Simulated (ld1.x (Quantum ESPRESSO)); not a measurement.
# Ge: excitation energies, all-electron against RRKJ

```
Element                 : germanium
Generator               : ld1.x (Quantum ESPRESSO) 7.5
Type                    : norm-conserving RRKJ (Kleinman–Bylander form)
Functional              : PBE
Relativity              : scalar-relativistic
Frozen core             : [Ne]
Valence charge          : 22
Reference configuration : 3s2 3p6 3d10 4s2 4p2
Partial waves           : 3s (bound): rc 0.80 bohr; 3p (bound): rc 0.65 bohr; 3d (bound): rc 0.95 bohr
Local potential         : all-electron potential smoothed inside 0.80 bohr (lloc = -1)
Core correction         : none
```

Occupied shells without a wave of their own: 4p, 4s. They enter only through the test configuration that unscreens the potential.

Energies are relative to the spin-unpolarised reference configuration 3s2 3p6 3d10 4s2 4p2; without spin polarisation the order of configurations can differ from experiment.

```json
{"valence configuration": "3s2 3p6 3d10 4s2 4p1", "charge": "+1", "ΔE all-electron (eV)": "7.444", "error AE − PS (meV)": "+32"}
{"valence configuration": "3s2 3p6 3d10 4s1 4p0", "charge": "+3", "ΔE all-electron (eV)": "57.674", "error AE − PS (meV)": "+16"}
{"valence configuration": "3s2 3p6 3d9 4s2 4p2", "charge": "+1", "ΔE all-electron (eV)": "38.686", "error AE − PS (meV)": "+29"}
{"valence configuration": "3s2 3p6 3d10 4s2 4p1.5", "charge": "+0.5", "ΔE all-electron (eV)": "2.802", "error AE − PS (meV)": "+13"}
{"valence configuration": "3s2 3p6 3d10 4s0 4p0", "charge": "+4", "ΔE all-electron (eV)": "104.017", "error AE − PS (meV)": "-84"}
```

Question: What are ΔE and the potential's error for 3s2 3p6 3d10 4s2 4p0?

Answer: ΔE = 22.883 eV all-electron; the error (AE − PS) is +83 meV.

Question: What are ΔE and the potential's error for 3s2 3p6 3d9 4s2 4p3?

Answer: ΔE = 29.627 eV all-electron; the error (AE − PS) is -5.3 meV.
